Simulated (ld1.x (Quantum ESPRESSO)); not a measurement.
V, PAW: configuration errors across variants

```json
{
 "Element": "V",
 "Generator": "ld1.x (Quantum ESPRESSO) 7.5",
 "Type": "PAW",
 "Functional": "LDA (PZ)",
 "Relativity": "scalar-relativistic",
 "Frozen core": "[Ar]",
 "Valence charge": "5",
 "Reference configuration": "3d3 4s2 4p0",
 "Partial waves": "4s (bound): rcut 2.30, rcutus 2.85 bohr; 4s channel at 0.05 Ry: rcut 2.30, rcutus 2.85 bohr; 4p (bound, empty): rcut 2.60, rcutus 2.85 bohr; 4p channel at 2.25 Ry: rcut 2.60, rcutus 2.85 bohr; 3d (bound): rcut 1.85, rcutus 2.40 bohr; 3d channel at 1.9 Ry: rcut 1.85, rcutus 2.40 bohr",
 "Local potential": "all-electron potential smoothed inside 1.80 bohr (lloc = -1)",
 "Core correction": "Bessel-smoothed model core inside 2.50 bohr",
 "Augmentation charge": "PSQ, radius 2.00 bohr"
}
```

All-electron excitation energies from the reference (eV): (1) 3d3 4s1 4p0 7.941; (2) 3d3 4s0 4p0 22.486; (3) 3d2 4s0 4p0 51.645; (4) 3d3 4s1 4p1 3.409; (5) 3d3.5 4s1.5 4p0 0.028; (6) 3d3 4s1.5 4p0 3.180; (7) 3d1 4s0 4p0 97.777; (8) 3d3 4s2 4p0 spin -1.628; (9) 3d3 4s1 4p0 spin 5.572.

Spin tests fill each open shell by Hund’s rule, majority spin first.

2 further variants failed, have other tests or another functional or relativity, and are left out.

A true bound ghost makes a file unfit for plane-wave use even where its test errors are small: the radial tests pick states by their node count and pass the ghost by.

Errors AE − PS in meV (a dash: test not solved or not reliable):

```tsv
change	(1)	(2)	(3)	(4)	(5)	(6)	(7)	(8)	(9)	bound ghosts
base	-1.4	-11	-547	-0.5	-21	-0.4	-2799	-0.6	-2.3	none
waves 4s (bound): rcut 2.30, rcutus 3.78 bohr; 4s channel at 0.05 Ry: rcut 2.30, rcutus 3.78 bohr	-1.9	-12	-547	-0.5	–	–	–	–	–	s
local potential all-electron potential smoothed inside 1.85 bohr (lloc = -1)	-1.6	-11	-547	-0.5	-23	-0.4	-2799	-1.9	-2.5	none
core correction Bessel-smoothed model core inside 1.16 bohr	-1.4	-12	-547	-0.5	-22	-0.4	-2802	-5.6	-4.3	none
waves 4p (bound): rcut 2.60, rcutus 3.50 bohr; 4p channel at 2.25 Ry: rcut 2.60, rcutus 3.50 bohr	-1.4	-11	-547	-0.5	-21	-0.4	-2799	-0.6	-2.3	none
```

Problem. Give the same row for: all radii but the core radius scaled by about 1.41 (s 4.02, p 4.02, d 3.38 bohr, rcut 3.24/3.68/2.62); local potential all-electron potential smoothed inside 2.54 bohr (lloc = -1); augmentation PSQ, radius 2.82 bohr.

Solution. -5.3, -33, -531, -1.3, -18, -1.2, –, –, –; bound ghosts: none. Not counted: 3d1 4s0 4p0 (converged, but collapsed or in another state, printed error -42.8 eV).
